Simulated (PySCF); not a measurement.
## Shapes and spin states of TcCl3

All numbers come from PBE0/[Tc def2-SVP with ECP28, Cl def2-SVP], scalar-relativistic core potentials, density fitting, no spin–orbit coupling, PySCF.

Relaxations began from a few typed shapes and spin states; open shells are unrestricted. The search is not exhaustive: other isomers or separated fragments can lie lower, and high-lying points may rest on an excited occupation.

Question: Order these stationary points by electronic energy, lowest first, in kJ/mol from the lowest minimum.
A. singlet (closed shell, unstable to spin polarisation) C2v: Tc–Cl 2.178 Å (×2), Tc–Cl 2.211 Å; Cl–Tc–Cl 114.4° (×2), Cl–Tc–Cl 131.2°
B. triplet C2v: Tc–Cl 2.215 Å, Tc–Cl 2.224 Å (×2); Cl–Tc–Cl 101.2° (×2), Cl–Tc–Cl 157.7°
C. triplet (⟨S²⟩ 2.57) C2v: Tc–Cl 2.225 Å (×2), Tc–Cl 2.231 Å; Cl–Tc–Cl 107.5°, Cl–Tc–Cl 126.2° (×2)
D. quintet C2v: Tc–Cl 2.230 Å, Tc–Cl 2.276 Å (×2); Cl–Tc–Cl 104.5° (×2), Cl–Tc–Cl 150.9°
E. triplet (⟨S²⟩ 2.35) C2v: Tc–Cl 2.203 Å (×2), Tc–Cl 2.212 Å; Cl–Tc–Cl 115.7°, Cl–Tc–Cl 122.2° (×2)
F. quintet C2v: Tc–Cl 2.250 Å (×2), Tc–Cl 2.279 Å; Cl–Tc–Cl 97.2°, Cl–Tc–Cl 131.4° (×2)

Answer: D (0.0), F (5.0), C (71.5), E (77.2), B (124.7), A (195.2).

Question: Which of them are minima?

Answer: By energy in kJ/mol, 0.0: minimum; 5.0: saddle point, 1 imaginary mode; 71.5: not settled, its softest mode being under 30 cm⁻¹; 77.2: not settled, its softest mode being under 30 cm⁻¹; 124.7: minimum; 195.2: minimum of the closed-shell surface only.

Formally Tc is in oxidation state +3, d4, with 4 unpaired electrons (the high-spin count). The Mulliken spin on Tc is 3.63. The polar-tensor charge on Tc, 1.48, is far below the formal one.

For the lowest minimum: with open d or f shells other occupations or spin states may lie lower.

The electron or spin density has lower symmetry than the nuclear frame for the triplet (⟨S²⟩ 2.57) C2v at 71.5 kJ/mol.
